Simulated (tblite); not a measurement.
Species: C6H6F3OP.
SMILES with atom numbers: `[O:1]=[P@:2]1([C:3]([F:4])=[C:5]([F:6])[F:7])[CH:8]=[CH:9][CH2:10][CH2:11]1` (hydrogens: H12 on C8; H13 on C9; H14, H15 on C10; H16, H17 on C11)

Structure optimised with GFN2-xTB, isolated species.

Give the optimised bond lengths and angles.

```json
{"bond": "O1=P2", "length (Å)": "1.461"}
{"bond": "P2–C3", "length (Å)": "1.851"}
{"bond": "C3–F4", "length (Å)": "1.340"}
{"bond": "C3=C5", "length (Å)": "1.323"}
{"bond": "C5–F6", "length (Å)": "1.321"}
{"bond": "C5–F7", "length (Å)": "1.325"}
{"bond": "P2–C8", "length (Å)": "1.807"}
{"bond": "C8=C9", "length (Å)": "1.327"}
{"bond": "C9–C10", "length (Å)": "1.500"}
{"bond": "C10–C11", "length (Å)": "1.531"}
{"bond": "P2–C11", "length (Å)": "1.834"}
{"bond": "C8–H12", "length (Å)": "1.076"}
{"bond": "C9–H13", "length (Å)": "1.080"}
{"bond": "C10–H14", "length (Å)": "1.094"}
{"bond": "C10–H15", "length (Å)": "1.092"}
{"bond": "C11–H16", "length (Å)": "1.089"}
{"bond": "C11–H17", "length (Å)": "1.093"}
```

A selection of angles:
```json
{"angle": "O1–P2–C3", "degrees": "111.5"}
{"angle": "O1–P2–C8", "degrees": "121.2"}
{"angle": "O1–P2–C11", "degrees": "120.0"}
{"angle": "C3–P2–C8", "degrees": "104.4"}
{"angle": "C3–P2–C11", "degrees": "103.6"}
{"angle": "C8–P2–C11", "degrees": "93.4"}
{"angle": "P2–C3–F4", "degrees": "119.8"}
{"angle": "P2–C3–C5", "degrees": "118.4"}
{"angle": "F4–C3–C5", "degrees": "121.7"}
{"angle": "C3–C5–F6", "degrees": "128.8"}
{"angle": "C3–C5–F7", "degrees": "120.1"}
{"angle": "F6–C5–F7", "degrees": "111.1"}
{"angle": "P2–C8–C9", "degrees": "110.1"}
{"angle": "P2–C8–H12", "degrees": "123.6"}
{"angle": "C9–C8–H12", "degrees": "126.3"}
{"angle": "C8–C9–C10", "degrees": "117.9"}
{"angle": "C8–C9–H13", "degrees": "123.7"}
{"angle": "C10–C9–H13", "degrees": "118.4"}
{"angle": "C9–C10–C11", "degrees": "108.5"}
{"angle": "C9–C10–H14", "degrees": "108.4"}
{"angle": "C9–C10–H15", "degrees": "110.6"}
{"angle": "C11–C10–H14", "degrees": "110.5"}
{"angle": "C11–C10–H15", "degrees": "111.6"}
{"angle": "H14–C10–H15", "degrees": "107.2"}
{"angle": "C10–C11–H16", "degrees": "113.2"}
{"angle": "C10–C11–H17", "degrees": "111.3"}
{"angle": "P2–C11–C10", "degrees": "105.0"}
{"angle": "P2–C11–H16", "degrees": "113.0"}
{"angle": "P2–C11–H17", "degrees": "105.9"}
{"angle": "H16–C11–H17", "degrees": "108.2"}
```

Dihedral angles: O1–P2–C3–F4 111° (anticlinal); P2–C3–C5–F6 177° (antiperiplanar); O1–P2–C8–C9 -140° (anticlinal); P2–C8–C9–C10 -1° (synperiplanar); C8–C9–C10–C11 17° (synperiplanar); C9–C10–C11–P2 -23° (synperiplanar); O1–P2–C11–C10 149° (anticlinal).

The C–P distances run from 1.807 Å (P2–C8, drawn single) to 1.851 Å (P2–C3, drawn single), a spread of 0.044 Å. Of the pairs four or more bonds apart, F4···H16 is among the closest relative to their van der Waals radii: 2.63 Å, 98 % of the sum of Bondi's values. The 5-membered ring P2–C8–C9–C10–C11 has internal angles of 93.4° to 117.9°; it is puckered, 0.11 Å rms from its mean plane, widest ring torsion 23°. P2 (phosphoryl phosphorus) has angles from 93.4° to 121.2°. The 4 C–C bonds span 1.323 Å (C3=C5, drawn double) to 1.531 Å (C10–C11, drawn single), a spread of 0.208 Å.

Point group: C1 (no symmetry element, even within 0.4 Å). Its GFN2-xTB frequencies are all real (lowest 30 cm⁻¹). The numbers are those of one conformer. 3 starts were optimised and ended at 0.00, 0.02 and 0.30 kcal/mol (GFN2-xTB); the lowest of these is shown.

These are computed values.
